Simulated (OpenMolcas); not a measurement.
Ni2+.

```json
{
  "Program": "OpenMolcas",
  "Basis": "ANO-R3 [7s5p5d3f2g1h]",
  "Scalar Hamiltonian": "X2C, finite nucleus",
  "Active space": "8 electrons in 5 orbitals (3d)",
  "State averaging": "2S+1 = 3 even, 10 roots; 2S+1 = 1 even, 15 roots",
  "Spin-orbit coupling": "RASSI with atomic mean-field integrals over the reference wave functions, term energies averaged over their components"
}
```

Two sets of levels on these reference wave functions, in cm-1 above 3d8 3F4: one from CASSCF and one from SS-CASPT2, IPEA 0.25 Eh, imaginary shift 0.1 Eh (closed shells correlated: 3s 3p).

```tsv
Level	Set 1	Set 2
3d8 3F4	0.0	0.0
3d8 3F3	1358	1361
3d8 3F2	2290	2270
3d8 1D2	17140	13180
3d8 3P2	20770	16920
3d8 3P1	21160	17320
3d8 3P0	21430	17580
3d8 1G4	26580	22900
3d8 1S0	64030	52350
```

Question: Which set is which?

Answer: Set 2 is SS-CASPT2. Its levels of the other terms of 3d8 lie at 0.77 to 0.86 of the other set's values, as expected, since terms of lower spin or lower L gain more correlation energy than the Hund ground term. Against 8 measured levels (Corliss and Sugar, J. Phys. Chem. Ref. Data 10, 197 (1981)) the mean absolute deviation is 270 cm-1 with it and 3800 cm-1 without; single levels miss by up to 850 cm-1 with it.

Term energies are means over components that CASPT2 splits; among the terms shown or strongly mixed into the levels shown the widest spread is 820 cm-1 (3d8 3F, SS-CASPT2). Some levels mix across a computed gap that differs much from the measured one, so their mixing is not that of the real levels. Without dynamic correlation excited terms often stand tens of per cent too high (terms of higher spin than the ground term too low), and those without a measured partner can miss by more than the paired ones (holds for CASSCF). Measured partners are found by configuration, term and J. A level has none where our copy of the source lacks it or the pairing is in doubt (some pairs that miss far off the trend of their configuration count as doubtful), and it then counts in no deviation. Levels of configurations outside the active space are missing.
